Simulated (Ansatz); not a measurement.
```yaml
crystal:
  periodic: [false, false, false]
  atoms:
    - {symbol: Br, position_ang: [-0.872027, -2.454249, -0.322667]}
    - {symbol: C, position_ang: [-0.361218, -0.645956, -0.133136]}
    - {symbol: C, position_ang: [0.842638, -0.155216, 0.249776]}
    - {symbol: Al, position_ang: [-0.379727, 1.209776, -0.107124]}
    - {symbol: H, position_ang: [1.751403, -0.685153, 0.523111]}
    - {symbol: H, position_ang: [-0.939068, 2.666799, -0.256261]}
basis:
  gaussian: {orbitals: LANL2DZ, point_charges: [{charge: 0.50, position_ang: [4.710, -0.479, -0.976]}]}
hamiltonian: {xc: {name: PBE}, dispersion: d3bjatm}
accuracy: high
```

```sh
$ ansatz run in.yaml --threads 2 --pin off --events-out ev --progress --plain --max-ram 4352MiB
```

Output, abridged:

```
Error: <dir> can't be read: No such file or directory (os error 2)
```
